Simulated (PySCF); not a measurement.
Two species compared at the same levels of theory.

First species: C4H4ClN3.
Structure used (GFN2-xTB), in Å, numbered top down from 1:
```xyz
12
C4H4ClN3 angstrom
C     -2.2555   -0.3557    0.2950
C     -1.2370    0.3838   -0.1106
N      0.0849   -0.0358    0.0087
N      0.4390   -1.2105    0.5348
N      1.7079   -1.3176    0.5116
C      2.2496   -0.2130   -0.0335
C      1.2145    0.6323   -0.3670
Cl     1.1905    2.1756   -1.0826
H     -3.2673   -0.0106    0.1924
H     -2.0896   -1.3217    0.7379
H     -1.3400    1.3606   -0.5609
H      3.3042   -0.0883   -0.1519
```

Second species: C₃H₁₁PSSi₂.
Numbering: `[CH2:1]=[CH:2][CH2:3][SiH2:4][S:5][SiH2:6][PH2:7]` (hydrogens: H8, H9 on C1; H10 on C2; H11, H12 on C3; H13, H14 on Si4; H15, H16 on Si6; H17, H18 on P7)

Structure used (GFN2-xTB), in Å, numbered top down from 1:
```
atom  x, y, z in Å
C1    -2.511    0.739   -0.036
C2    -1.916   -0.243   -0.685
C3    -0.962   -1.236   -0.100
Si4   -0.218   -0.847    1.609
S5     0.685    1.119    1.669
Si6    1.611    1.348   -0.250
P7     2.722   -0.510   -0.836
H8    -2.337    0.924    1.011
H9    -3.196    1.408   -0.529
H10   -2.123   -0.388   -1.740
H11   -0.140   -1.385   -0.809
H12   -1.470   -2.203   -0.039
H13    0.843   -1.813    1.888
H14   -1.186   -0.780    2.695
H15    2.432    2.540   -0.072
H16    0.578    1.560   -1.263
H17    3.429    0.113   -1.847
H18    3.751   -0.341    0.073
```

Levels: CAM-B3LYP/def2-SVPD for HOMO energy, LUMO energy, HOMO–LUMO gap and static isotropic polarisability; TDDFT CAM-B3LYP/def2-SVPD for lowest singlet excitation; TDA CAM-B3LYP/def2-SVPD for lowest triplet excitation (Tamm–Dancoff). Geometries: GFN2-xTB. Each species is one conformer at its optimised geometry, gas phase, non-relativistic unless stated; the electronic structure was computed with PySCF and density fitting.

The conformers computed, where there is a choice (atom-mapped SMILES and torsion angles):
- `[CH2:1]=[CH:2][n:3]1[n:4][n:5][cH:6][c:7]1[Cl:8]`: C1–C2–N3–N4 0°

The conformers of `C=CC[SiH2]S[SiH2]P` aren't listed.

| property | column X | column Y |
| --- | --- | --- |
| HOMO energy | -8.31 eV | -8.87 eV |
| LUMO energy | 0.69 eV | -0.42 eV |
| HOMO–LUMO gap | 9.00 eV | 8.45 eV |
| lowest singlet excitation | 5.90 eV | 5.11 eV |
| lowest triplet excitation (Tamm–Dancoff) | 4.47 eV | 3.73 eV |
| static isotropic polarisability | 133.0 au | 81.4 au |

(1) Which column belongs to which species?

(2) How does each property change from the first species to the second?

Results:

(1) Column X is the second species and column Y the first. The first has 12 atoms and 66 electrons, the second 18 and 88.

(2) HOMO energy +0.56 eV; LUMO energy +1.11 eV; HOMO–LUMO gap +0.55 eV; lowest singlet excitation +0.79 eV; lowest triplet excitation (Tamm–Dancoff) +0.74 eV; static isotropic polarisability +51.6 au.

On the first: No computed singlet falls in the visible range (750 to 380 nm, 1.65 to 3.26 eV); S1 lies 1.85 eV above its blue end. The 8 singlets span 5.11 to 7.43 eV, and their oscillator strengths add up to 0.51.

On the second: The vertical singlet–triplet gap S1 − T1 is 1.43 eV (TDDFT singlet less Tamm–Dancoff triplet). S1 lies 3.10 eV below the HOMO–LUMO gap; its leading configuration is HOMO→LUMO, weight 0.72.
